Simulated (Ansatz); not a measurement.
Reactions of C3H8BF, SMILES `CCB(C)F`.

Gas-phase electronic energies from Ansatz, PBE0-D4/def2-TZVP geometries. CCSD(T)/CBS adds triple-zeta CCSD(T) − MP2 to the extrapolated MP2 energy (def2 sets, frozen cores). This one scheme is used for every species. Each species was taken in one conformer, which may not be the lowest.

| reaction | HF/CBS(def2) (kJ/mol) | CCSD(T)/CBS(def2) (kJ/mol) |
| --- | --- | --- |
| `CCB(C)F` + `O[Si](O)(O)S` → `CCS[Si](O)(O)O` + `CBF` | 57 | 51 |
| `CCB(C)F` + `C=C=C[SiH3]` → `CCB(C)[SiH3]` + `C=C=CF` | 306 | 288 |
| `CCB(C)F` + CH₄ → `CB(C)F` + `CC` | -6 | 0 |
| `CCB(C)F` + H₂ → `CB(C)F` + CH₄ | -94 | -77 |

Largest T1 diagnostic: 0.013, for `C=C=CF`.
